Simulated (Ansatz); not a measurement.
Gas-phase electronic energies from Ansatz, PBE0-D4/def2-TZVP geometries. CCSD(T)/CBS is the MP2 limit (def2-TZVPP, def2-QZVPP) plus CCSD(T) − MP2 in def2-TZVPP, frozen cores. Double bonds are as drawn, so ΔE can hold a change between cis and trans. Functionals use def2-TZVPP. B3LYP here is the variant with VWN-RPA as its local correlation; programs differ in this. For Se outer-core shells are correlated without core-valence functions, which leaves a few kJ/mol of doubt a bond. Scalar relativity is left out up to krypton. One conformer a species, not always the lowest.

Reaction (ligand exchange at the Al–C bond): `F/C=[CH]/[AlH2]` + `C/N=C/[SeH]` → `C/N=C\[Se][AlH2]` + `C=CF`

`F/C=[CH]/[AlH2]`:

Z-matrix (Å, degrees):
```
C
C 1 1.326
F 1 1.337 2 123.5
H 1 1.087 2 126.0 3 -180.0
Al 2 1.927 1 118.2 3 180.0
H 2 1.088 1 116.4 3 0.0
H 5 1.584 2 121.1 1 -180.0
H 5 1.587 2 117.0 1 0.0
```

`C/N=C/[SeH]`:

```xyz
9

C     0.234    1.466   -0.307
N     0.702    0.104   -0.321
C    -0.052   -0.786    0.133
Se    0.511   -2.602    0.141
H    -0.774    1.580    0.118
H     0.932    2.080    0.268
H     0.233    1.856   -1.328
H    -1.054   -0.606    0.545
H    -0.732   -3.091    0.750
```

`C/N=C\[Se][AlH2]`:

Z-matrix (Å, degrees):
```
C
N 1 1.433
H 1 1.092 2 108.7
H 1 1.094 2 108.7 3 -116.1
H 1 1.096 2 113.6 3 122.3
C 2 1.247 1 123.8 3 -136.0
Se 6 1.972 2 129.0 1 1.6
H 6 1.088 2 119.7 1 179.4
Al 7 2.310 6 97.3 2 -72.4
H 9 1.581 7 119.2 6 3.4
H 9 1.580 7 116.2 6 -176.6
```

`C=CF`:

Cartesian coordinates in Å:
```
C 0.259 -0.467 0.455
C -0.270 0.358 -0.424
F 0.112 1.635 -0.526
H 1.031 -0.145 1.141
H -0.088 -1.490 0.494
H -1.044 0.108 -1.140
```

```tsv
level	ΔE (eV)
PBE0	-0.97
B3LYP	-0.91
HF/def2-TZVPP	-0.91
MP2/def2-TZVPP	-1.01
CCSD/def2-TZVPP	-0.96
HF/def2-QZVPP	-0.90
HF/CBS(def2)	-0.90
CCSD/CBS(def2)	-1.02
```

(1) What does CCSD(T)/CBS give? (An estimate is asked.)

Largest T1 diagnostic among the species: 0.013.

Results:

(1) Computed: -1.04 eV. The listed levels differ from it by 0.07, 0.13, 0.13, 0.03, 0.08, 0.14, 0.14, 0.02 eV.

In def2-TZVPP, CCSD(T) changes the Hartree–Fock value by −0.07 eV (the triples alone add −0.02 eV) and MP2 by −0.09 eV. The D4 term adds −0.07 eV with B3LYP and −0.04 eV with PBE0; it sums over pairs of atoms, weighted by their polarisabilities, and B3LYP, whose exchange is more repulsive, gets the larger term.
